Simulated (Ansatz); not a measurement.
Cost and result for the atomization energy of CH8BFSi2, SMILES `B[Si](C)(F)[SiH3]` (13 atoms, 12 bonds).

Cartesian coordinates in Å:
```
B -2.051 -0.173 0.271
Si -0.240 -0.198 -0.556
C 0.804 -1.683 -0.107
F -0.285 -0.106 -2.169
Si 0.800 1.773 0.232
H -3.047 0.107 -0.327
H -2.145 -0.350 1.452
H 0.891 -1.764 0.979
H 0.354 -2.605 -0.483
H 1.807 -1.595 -0.529
H 1.006 1.669 1.703
H -0.021 2.983 -0.043
H 2.128 1.940 -0.422
```

Charge 0, multiplicity 1. The geometry is a stationary point of PBE0-D4/def2-TZVP. Program: Ansatz. All runs use 4 threads of an Arm Neoverse V2 on a shared host. Times are those of one run each, without the atoms' runs, and a repeat can differ threefold. Electronic energies, without spin–orbit coupling; frozen cores. CCSD(T)/CBS adds CCSD(T) − MP2 in def2-TZVPP to the MP2 limit, and its time is that of the two runs behind it. T1 = 0.013. B3LYP takes the VWN-RPA correlation (the form of Gaussian; ORCA's B3LYP/G).

CCSD(T)/CBS is a level of theory with its own doubt, some kJ/mol a heavy atom from the limit and from the frozen cores, so smaller differences don't rank the functionals.

```
                             level  functions  wall time  atomization (kJ/mol)  difference from CCSD(T)/CBS  per bond
   PBE-D4/def2-TZVPP (with forces)        289      2.9 s                4454.3                         16.1       1.3
                PBE0-D4/def2-TZVPP        289      3.5 s                4422.3                        -15.9      -1.3
r2SCAN-D4/def2-TZVPP (with forces)        289      5.5 s                4457.0                         18.8       1.6
 B3LYP-D4/def2-TZVPP (with forces)        289        6 s                4444.4                          6.2       0.5
                 B2PLYP/def2-TZVPP        289        7 s                4389.3                        -48.9      -4.1
                ωB97X-V/def2-TZVPP        289      9.5 s                4466.8                         28.6       2.4
  ωB97M-V/def2-TZVPP (with forces)        289       14 s                4446.1                          7.9       0.7
                    MP2/def2-QZVPP        551       28 s                4418.5                        -19.7      -1.6
                CCSD(T)/def2-TZVPP        289    3.9 min                4333.4                       -104.8      -8.7
                 CCSD(T)/CBS(def2)          –    4.4 min                4438.2                          0.0       0.0
```

In def2-TZVPP, CCSD(T) changes the Hartree–Fock value by +904.7 kJ/mol (the triples alone add +43.2 kJ/mol) and MP2 by +927.1 kJ/mol; breaking electron pairs costs correlation energy, which Hartree–Fock lacks. From PBE to PBE0 (25 % exact exchange), in def2-TZVPP and without D4, the atomization energy moves by −28.1 kJ/mol: exact exchange takes away binding that semilocal exchange gives to molecules. The D4 term adds +44.6 kJ/mol with B3LYP and +23.8 kJ/mol with PBE0; it sums over pairs of atoms, weighted by their polarisabilities, and B3LYP, whose exchange is more repulsive, gets the larger term.
